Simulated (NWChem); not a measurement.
System: GeH$_{2}$O, singlet; SMILES [OH][GeH]

```xyz
4

Ge     0.0516    -0.3896     0.0000
H     -1.5636    -0.5247     0.0000
O      0.0864     1.3965     0.0000
H     -0.7798     1.8195     0.0000
```
Atoms are numbered in this order, from 1.

Low-valent species are run as closed-shell singlets; no triplet was tried in these runs. Coordinates come from a PBE0/def2-SVP optimisation.

Symmetry labels are those of Cs in the frame above (b1 and b2, or b-type labels, depend on it).

Q: List the 4 lowest vertical singlet excitations from B3LYP/def2-SVPD, TDA (NWChem).

A: 
```
state  energy (eV)  oscillator strength  symmetry  leading excitation (squared amplitude)
-----  -----------  -------------------  --------  --------------------------------------
S1            3.41                0.024        a"                      HOMO → LUMO (0.97)
S2            5.55                0.024        a"                    HOMO−1 → LUMO (0.97)
S3            5.58                0.055        a'                    HOMO → LUMO+1 (0.96)
S4            6.46                0.055        a'                    HOMO−2 → LUMO (0.54)
```
